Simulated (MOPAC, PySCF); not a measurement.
H$_{6}$AlN$_{3}$, SMILES `[NH2][Al]([NH2])[NH2]`, neutral singlet in the gas phase. 

Cartesian coordinates (Å):
```xyz
10

N      1.7714     0.0003    -0.1055
Al     0.0002     0.0001     0.0001
N     -0.8839     1.5358     0.0922
N     -0.8876    -1.5362     0.0135
H      2.3354    -0.7981    -0.3468
H      2.3599     0.7991     0.0663
H     -0.4872     2.4423    -0.0944
H     -1.8555     1.6286     0.3397
H     -1.8816    -1.6295    -0.1169
H     -0.4710    -2.4424     0.1519
```
Charge 0, spin multiplicity 1.

All levels are single points at this geometry (B3LYP-D3(BJ)/def2-TZVP); Pople sets use spherical d functions. Orbital energies aren't observables, and empty levels follow the basis.

```tsv
level	HOMO (eV)	LUMO (eV)	gap (eV)	dipole (D)	vertical IE, Delta-SCF (eV)
PBE-D3(BJ)/def2-TZVP in PySCF	-5.28	-0.50	4.78	0.00	–
ωB97X-D3(BJ)/def2-TZVP in PySCF	-9.29	2.10	11.40	0.00	9.33
B3LYP/6-311+G** in PySCF	-6.60	-0.60	6.00	0.00	–
B3LYP/6-31G* in PySCF	-5.98	0.54	6.52	0.00	8.36
BP86/6-31G* in PySCF	-4.87	0.02	4.89	0.00	–
PBE/6-31G* in PySCF	-4.77	-0.01	4.76	0.00	–
SVWN5/6-31G* in PySCF	-4.87	-0.12	4.75	0.00	–
HF/3-21G in PySCF	-9.65	4.59	14.24	0.00	–
HF/6-31G* in PySCF	-9.99	3.68	13.67	0.00	7.89
HF/STO-3G in PySCF	-7.21	11.52	18.72	0.00	–
PM3 in MOPAC	-8.47	-0.46	8.02	0.00	–
PM6 in MOPAC	-8.63	2.81	11.43	0.00	–
PM7 in MOPAC	-10.04	3.46	13.50	0.00	–
```
